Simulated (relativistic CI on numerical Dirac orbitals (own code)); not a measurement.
## Pt+: O2,3 absorption edge

Computed with this model: Dirac-Coulomb-Breit CI, orbitals from a KLI potential per configuration, model QED, valence Slater integrals scaled by 0.8, multiplet model of core-to-valence dipole absorption; configurations [Xe] 4f14 5d9 → [Kr] 4d10 4f14 5s2 5p5 5d10; 10 K; Lorentzian 1.5 eV and Gaussian 0.3 eV FWHM. Energies are those of the free ion, without screening or charge transfer. The branching ratio is the share of the lower-energy edge in the whole absorption, uncertain by about 0.02 where the edges overlap. S is read from ⟨S²⟩ = S(S + 1).

Field parameters in Wybourne normalisation: Oh B⁴₀ = 21Dq, B⁴₄ = √(5/14) B⁴₀. The field is a parameter set, without covalency.

Computed curve for Oh, 10Dq = 24350 cm⁻¹, scaled to 100 at the maximum (points under 2 are left out and the grid is thinned):

(Energy (eV), Intensity): (48.25, 2.0), (48.75, 2.5), (49.00, 2.7), (49.50, 3.4), (50.00, 4.4), (50.25, 5.0), (50.75, 6.8), (51.00, 8.0), (51.50, 11.8), (52.00, 18.8), (52.25, 24.6), (52.75, 45.6), (53.25, 84.1), (53.50, 100.0), (54.00, 83.0), (54.50, 44.8), (54.75, 32.6), (55.25, 18.6), (55.75, 11.7), (56.00, 9.6), (56.50, 6.8), (56.75, 5.8), (57.25, 4.4), (57.75, 3.5), (58.00, 3.1), (58.50, 2.5), (59.00, 2.1), (65.75, 2.0), (66.25, 2.8), (66.75, 4.2), (67.00, 5.4), (67.50, 9.8), (68.00, 17.7), (68.25, 20.6), (68.75, 16.5), (69.00, 12.3), (69.50, 6.6), (70.00, 3.9), (70.25, 3.1), (70.75, 2.1)

The ground state has S = 0.50, and the centroid lies at 56.09 eV.
